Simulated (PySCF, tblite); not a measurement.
C6H7ClO2.
Geometry (GFN2-xTB, Å), atoms numbered from 1 in this order:
```
atom  x, y, z in Å
C1     2.491    0.284    1.525
C2     1.765   -0.709    1.048
C3     0.849   -0.577   -0.134
C4    -0.539   -0.965    0.242
C5    -1.664   -0.307   -0.054
Cl6   -3.185   -0.923    0.508
C7    -1.755    0.948   -0.830
O8    -0.834    1.470   -1.410
O9    -2.983    1.469   -0.829
H10    2.466    1.265    1.081
H11    3.143    0.158    2.373
H12    1.798   -1.688    1.508
H13    0.877    0.433   -0.539
H14    1.186   -1.269   -0.915
H15   -0.626   -1.869    0.832
H16   -2.998    2.289   -1.348
```

Theory: PBE0/pcSseg-1 in PySCF (dipole) on a GFN2-xTB geometry, gas phase.

Masses are those of the commonest isotopes; rigid-rotor values at the optimised geometry. The values belong to one conformer with, in the numbering `[CH2:1]=[CH:2][CH2:3]/[CH:4]=[C:5](/[Cl:6])[C:7](=[O:8])[OH:9]`, C1–C2–C3–C4 -123°, C2–C3–C4–C5 134°, C4–C5–C7–O8 8°, C5–C7–O9–H 180°.

Q: Give the principal moments of inertia and the rotational constants in MHz.

A: Ia = 236.34, Ib = 630.95, Ic = 805.17 u·Å²; 505379 MHz·u·Å²/I gives A = 2138, B = 801.0, C = 627.7 MHz.

Q: Classify the top.

A: An asymmetric top; Ray's κ = -0.771.

Q: What does the inertial defect say?

A: Not planar: Δ = Ic − Ia − Ib = -62.11 u·Å². For a rigid frame Δ = −2 Σ m c², so Σ m c² = 31.06 u·Å² lies off the ab plane: 7.19 from hydrogen and 23.87 from heavier atoms. The atom farthest from that plane is 1.82 Å away.

Q: Give the other two planar moments, Paa and Pbb, and the rms extents of the mass along the axes.

A: Paa = Σ m a² = (Ib + Ic − Ia)/2 = 599.89 and Pbb = Σ m b² = (Ia + Ic − Ib)/2 = 205.28 u·Å². With the mass M = 146.01 u, the rms extents √(P/M) along a, b and c are 2.03, 1.19, 0.46 Å.

Q: Predict some low-J microwave lines.

A: The dipole components are |μa| = 0.72 D, |μb| = 0.05 D, |μc| = 0.03 D. The squared components, which scale the intensities, stand as 1.00 : 0.01 : 0.00 (a : b : c). Some lines, for components of 0.1 D or more:

| type | branch | J(Ka,Kc) | MHz | lower level (cm⁻¹) |
| --- | --- | --- | --- | --- |
| a | Q | 2(1,1) ← 2(1,2) | 520 | 0.182 |
| a | R | 1(0,1) ← 0(0,0) | 1429 | 0.000 |
| a | R | 2(1,2) ← 1(1,1) | 2684 | 0.092 |
| a | R | 2(0,2) ← 1(0,1) | 2842 | 0.048 |
| a | R | 2(1,1) ← 1(1,0) | 3031 | 0.098 |

Q: Estimate the classical rotational partition function at 25 K, 50 K and 500 K.

A: Point group C1, symmetry number σ = 1; q = (√π/σ)·√((kT/h)³/(ABC)), k/h = 20836.6 MHz/K: 20300 at 25 K, 57500 at 50 K, 1820000 at 500 K.

Its GFN2-xTB frequencies are all real (lowest 22 cm⁻¹). These are rigid-rotor constants of the computed structure; measured ground-state constants (B0) also hold zero-point vibration. Quadrupole hyperfine structure (35Cl) is left out.
